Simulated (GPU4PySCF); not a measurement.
diphenyl sulfone (C12H10O2S), SMILES O=S(=O)(c1ccccc1)c1ccccc1.

The structure is a stationary point at PBE-D3(BJ)/def2-TZVP. One conformer was computed; it need not be the lowest.

The numbers are results of PBE-D3(BJ)/def2-TZVP run with GPU4PySCF, not measurements.

Frequencies are harmonic and unscaled.

```csv
mode,ν (cm⁻¹),IR (km/mol),moving atoms (share of kinetic energy)
1,16,0.0,"C 80 %, H 20 %"
2,42,0.2,"C 72 %, H 18 %"
3,44,0.7,"C 75 %, H 11 %"
4,140,1.2,"C 76 %, H 13 %, O 11 %"
5,163,0.9,"O 53 %, C 37 %, H 8 %"
6,192,0.0,"O 51 %, C 41 %, H 9 %"
7,233,0.3,"C 85 %, H 14 %"
8,292,1.4,"C 45 %, O 44 %"
9,303,0.9,"O 42 %, C 41 %, S 12 %"
10,316,0.0,"C 48 %, O 45 %"
11,390,0.0,"C 71 %, H 28 %"
12,394,0.0,"C 72 %, H 28 %"
13,425,8.0,"C 69 %, H 20 %, S 10 %"
14,446,0.7,"O 37 %, C 32 %, S 26 %"
15,465,0.7,"C 49 %, O 29 %, H 13 %, S 9 %"
16,544,60.4,"C 37 %, O 28 %, S 25 %, H 10 %"
17,575,164.9,"C 42 %, S 33 %, O 17 %"
18,606,0.0,"C 92 %, H 8 %"
19,608,0.0,C 92 %
20,676,18.4,"C 57 %, H 43 %"
21,681,47.8,"C 57 %, H 43 %"
22,685,7.3,C 83 %
23,711,99.9,"C 60 %, H 25 %, S 14 %"
24,743,4.9,"C 45 %, H 40 %, S 13 %"
25,744,24.1,"H 55 %, C 43 %"
26,821,0.0,"H 79 %, C 21 %"
27,827,0.0,"H 79 %, C 21 %"
28,899,0.0,"H 71 %, C 28 %"
29,907,0.6,"H 71 %, C 29 %"
30,923,0.0,"H 72 %, C 28 %"
31,930,0.0,"H 72 %, C 28 %"
32,944,0.2,"H 79 %, C 21 %"
33,945,0.1,"H 80 %, C 20 %"
34,990,4.1,C 90 %
35,991,0.7,"C 92 %, H 8 %"
36,1021,3.7,"C 70 %, H 29 %"
37,1022,2.9,"C 63 %, H 37 %"
38,1054,6.6,"C 48 %, H 27 %, O 22 %"
39,1070,0.0,"H 65 %, C 35 %"
40,1073,16.2,"H 65 %, C 35 %"
41,1081,79.3,"C 71 %, H 26 %"
42,1133,171.8,"O 49 %, S 23 %, C 22 %"
43,1150,0.0,H 93 %
44,1151,0.0,H 93 %
45,1161,2.6,"H 87 %, C 13 %"
46,1164,0.2,"H 87 %, C 13 %"
47,1287,0.0,"H 72 %, C 28 %"
48,1291,33.7,"H 66 %, C 24 %"
49,1313,96.0,"O 48 %, S 38 %"
50,1347,0.0,C 96 %
51,1353,0.0,C 93 %
52,1433,0.0,"C 60 %, H 40 %"
53,1437,28.8,"C 61 %, H 39 %"
54,1461,3.1,"C 58 %, H 42 %"
55,1463,2.0,"C 58 %, H 42 %"
56,1582,0.0,"C 91 %, H 9 %"
57,1583,1.9,"C 90 %, H 10 %"
58,1584,0.4,"C 90 %, H 10 %"
59,1587,0.0,"C 91 %, H 8 %"
60,3105,0.0,H 92 %
61,3105,0.3,H 92 %
62,3115,0.0,"H 92 %, C 8 %"
63,3116,16.3,"H 92 %, C 8 %"
64,3125,9.7,"H 92 %, C 8 %"
65,3125,4.1,"H 92 %, C 8 %"
66,3133,0.0,"H 92 %, C 8 %"
67,3134,4.7,"H 92 %, C 8 %"
68,3135,14.4,"H 91 %, C 9 %"
69,3137,5.5,"H 91 %, C 9 %"
```
